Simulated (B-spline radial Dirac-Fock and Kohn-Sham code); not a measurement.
Model: the Dirac equation of a negative muon with reduced mass in the field of a spherical finite nucleus, with the Uehling potential to all orders; nuclear polarisation, deformation, hyperfine structure, self-energy, higher-order vacuum polarisation, relativistic recoil and electron screening are left out. Program: a B-spline atomic structure program. The nuclear charge is a Fermi distribution (skin thickness 2.3 fm).

Q: A muonic atom of atomic mass 92.91 u emits these computed lines: 2p3/2 → 1s1/2 2326 keV, 3d5/2 → 2p3/2 568.9 keV, 4f7/2 → 3d5/2 198.7 keV, 5g9/2 → 4f7/2 91.72 keV. Which element is it, and what rms charge radius was used?

A: Strontium (Z = 38, nuclide ⁹³Sr); the high transitions hardly feel the nucleus and fix Z. The 2p → 1s line lies 793.5 keV below the value for a point nucleus without QED, which for this nuclear model gives a radius near 4.30 fm (4.3026 fm was used).
